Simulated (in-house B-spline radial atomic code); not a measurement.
Settings and results of a run for C²⁺ (an excited or competing configuration). Method: scalar-relativistic (X2C) HSE06, spin-polarised, spherical fractional occupations, Fermi nucleus of rms radius 2.4702 fm. Calculated with an all-electron radial atomic-structure program (B-spline basis).

Command:
```bash
python run_scf.py task.json out
```
Settings (nuclear radius in fm, mass in u):
```
Z                6
configuration    [He] 2s1 2p1
hamiltonian      x2c
method           hse06
spin_polarised   True
nucleus          fermi
rms_radius       2.4702
atomic_mass      12.0
speed_of_light   137.035999084
```

Output (hartree, bohr):
```
 radial grid: 69 intervals, B-splines of order 8, outer radius 14.8148 bohr

 iter        energy (Eh)    residual
    1         -35.850064    2.05e-01
    2         -36.231560    1.78e-02
    3         -36.235658    7.86e-03
    4         -36.236461    3.47e-03
    5         -36.236657    4.19e-04
    6         -36.236660    2.45e-05
    7         -36.236660    5.32e-07
    8         -36.236660    2.13e-08

 total energy                       -36.23666
 kinetic                              36.1904
 electron-nucleus                    -80.1459
 Hartree                              12.1383
 exact exchange                       -1.0046
 exchange-correlation                 -3.4150

 orbital      occ     eigenvalue          <r>       <r^2>       <1/r>       <r^4>       r_max
 1s up      1.000       -11.6556     0.269603   0.0983901     5.66507   0.0255174      0.1737
 1s down    1.000       -11.5845     0.269182   0.0979556     5.66843   0.0251189      0.1738
 2s up      1.000        -1.6019      1.34801     2.13653     1.06837     7.91581       1.118
 2p up      1.000        -1.2015      1.32882      2.1607    0.965593     9.29569       1.033
```

Time taken, with all properties: 0.17 s on 1 thread of Arm Neoverse V1 (shared host).

Caution: exact exchange at fractional occupations of open shells leaves self-interaction of up to several eV.
